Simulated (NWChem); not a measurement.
SiClF, singlet; SMILES F[Si]Cl

```xyz
3

Si     0.6592    -0.5990     0.0000
F     -0.6908    -1.5100     0.0000
Cl    -0.1773     1.3170     0.0000
```
Atoms are numbered in this order, from 1.

Computed with NWChem. Geometry optimised at PBE0/def2-SVP; all other runs use it. Low-valent species are run as closed-shell singlets; no triplet was tried in these runs.

```
quantity                                                      level       value
-----------------------------------------  ------------------------  ----------
solvation free energy (kcal/mol) in water        PBE0/def2-SVP, SMD        -0.8
anisotropy (bohr³), static                      CAM-B3LYP/def2-SVPD  (withheld)
vertical, lowest excitation, singlet (eV)  CAM-B3LYP/def2-SVPD, TDA        4.79
−ε(HOMO) (eV)                                    CAM-B3LYP/def2-SVP  (withheld)
dipole (D)                                            PBE0/def2-SVP  (withheld)
highest harmonic frequency (cm⁻¹)                     PBE0/def2-SVP         874
```

### Question
Complete the blanks.

### Answer

- anisotropy (bohr³), static, value: 17.0
- −ε(HOMO) (eV), value: 9.19
- dipole (D), value: 1.13
